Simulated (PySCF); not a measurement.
## Distorted geometries of Gd(BH4)3

Gd(BH4)3 (singlet in the valence; each metal's 4f electrons, 7 of them, lie in its core potential, out of spins and levels). PySCF 2.14.0, RKS r2SCAN, Gd lcecp-1-SVP with ECP53, B def2-SVP, H def2-SVP; non-relativistic Hamiltonian with scalar-relativistic core potentials where named; density fitting; no spin-orbit coupling. Relaxed geometry:

```xyz
16

Gd    0.0000    0.0000    0.0000
B     2.4837    0.0130    0.0000
H     3.6872   -0.0116    0.0000
H     1.9771   -0.5722    0.9946
H     1.9771   -0.5722   -0.9946
H     2.0048    1.1661    0.0000
B    -1.2531    2.1444    0.0000
H    -1.8335    3.1990    0.0000
H    -0.4930    1.9984    0.9946
H    -0.4930    1.9984   -0.9946
H    -2.0123    1.1531    0.0000
B    -1.2306   -2.1574    0.0000
H    -1.8537   -3.1874    0.0000
H    -1.4842   -1.4261    0.9946
H    -1.4842   -1.4261   -0.9946
H     0.0075   -2.3193    0.0000
```

**Question.** Order these distorted geometries by energy above the relaxed one, lowest first.
A.
```xyz
16

Gd    0.0165    0.0505    0.0101
B     2.4379   -0.0646   -0.0569
H     3.6761    0.0197    0.0066
H     1.9435   -0.5442    0.8792
H     1.9666   -0.5226   -0.8730
H     2.0286    1.1774    0.0229
B    -1.2713    2.1250    0.0522
H    -1.8235    3.2694   -0.0587
H    -0.4270    2.0084    1.0875
H    -0.4691    1.8911   -0.9915
H    -2.0413    1.2044   -0.0410
B    -1.1741   -2.2385    0.0275
H    -1.8640   -3.3065    0.0536
H    -1.4749   -1.3654    0.9229
H    -1.4823   -1.4470   -1.0420
H    -0.0419   -2.2572    0.0007
```
B.
```xyz
16

Gd    0.0979   -0.0020   -0.0086
B     2.5852   -0.1940    0.0589
H     3.5824    0.3187    0.0163
H     1.7627   -0.5340    0.8978
H     1.9793   -0.7421   -1.0496
H     2.1524    1.1683    0.0831
B    -1.2774    2.2225    0.0758
H    -1.9275    2.9453   -0.0052
H    -0.3592    1.9956    1.0419
H    -0.4922    1.9946   -0.8543
H    -2.1926    1.0660   -0.0442
B    -1.0329   -2.1263   -0.0367
H    -1.8989   -3.1077   -0.0198
H    -1.4090   -1.2775    0.6805
H    -1.4610   -1.2497   -0.7379
H    -0.1093   -2.4776   -0.0980
```
C.
```xyz
16

Gd   -0.0281   -0.0635   -0.0388
B     2.3589    0.0802   -0.0440
H     3.7071    0.1195    0.1929
H     2.1243   -0.6481    1.0286
H     2.0556   -0.4975   -0.8374
H     1.9719    1.0242    0.0437
B    -1.2653    2.0293   -0.1471
H    -1.8486    3.3488   -0.0036
H    -0.5213    1.9990    0.8586
H    -0.5919    1.9275   -1.0173
H    -2.1096    1.2912   -0.1441
B    -1.1261   -2.2880    0.0365
H    -1.8185   -3.2332    0.0767
H    -1.4404   -1.4423    0.9469
H    -1.3947   -1.4718   -1.0594
H    -0.0734   -2.1755    0.1078
```

**Answer.** A (1.35 eV), C (3.59 eV), B (4.99 eV).

**Question.** Which forces (eV/Å) act in the one that lies 3.59 eV up?

**Answer.** 
```
Gd  -0.27  0.51  0.18
B    8.25 -3.32  6.77
H   -2.28  0.02 -0.93
H   -0.75  0.71 -0.81
H   -2.00 -3.91 -5.78
H   -2.85  6.61  0.59
B   -1.53  5.92  3.38
H    1.25 -2.72 -0.58
H   -0.06 -0.48  0.11
H    2.28 -0.28 -3.14
H   -1.92 -2.35  0.22
B   -5.50  2.26 -1.07
H    0.01 -0.81 -0.03
H   -0.39 -0.21 -0.03
H    0.12 -1.00  0.96
H    5.63 -0.97  0.16
```
Forces carry noise of the integration grid, about 0.01 to 0.03 eV/Å.

No frequency check is given that shows the relaxed geometry to be a minimum. An lcecp potential fixes the number of 4f electrons, so in runs with it no electron can move into or out of that shell.
